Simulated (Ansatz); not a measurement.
```xyz
14

B    -1.7367   -1.9417    0.7819
C    -0.3164   -1.4073    0.5761
Si   -0.3849    0.4670    0.3050
N     1.1758    1.1100   -0.0544
Al    1.7487    1.9163   -1.5382
H    -2.3932   -2.3095   -0.1507
H    -2.2425   -1.9412    1.8685
H     0.1883   -1.7840   -0.3188
H     0.3326   -1.5120    1.4529
H    -0.9511    1.0897    1.5331
H    -1.2540    0.7923   -0.8550
H     1.8491    1.0278    0.6975
H     0.7389    2.0610   -2.7448
H     3.2457    2.4315   -1.5532
```

Total charge 0; spin multiplicity 1.

Problem. List the B3LYP/def2-TZVPP orbital energies in eV (Ansatz). (An estimate is asked.)

Solution. Computed: Occupied: -1799.22, -1524.26, -389.01, -276.20, -183.47, -143.69, -112.27, -99.01, -99.00, -98.99, -73.01, -72.82, -72.80, -22.69, -19.28, -14.33, -13.25, -12.66, -11.85, -11.19, -9.82, -9.43, -9.36, -8.93, -8.77, -8.33, -7.53. Lowest empty: -1.51, -1.21, 0.00, 0.79, 0.88, 1.56, 1.61, 1.95.

B3LYP here is the variant with VWN-RPA as its local correlation; programs differ in this.
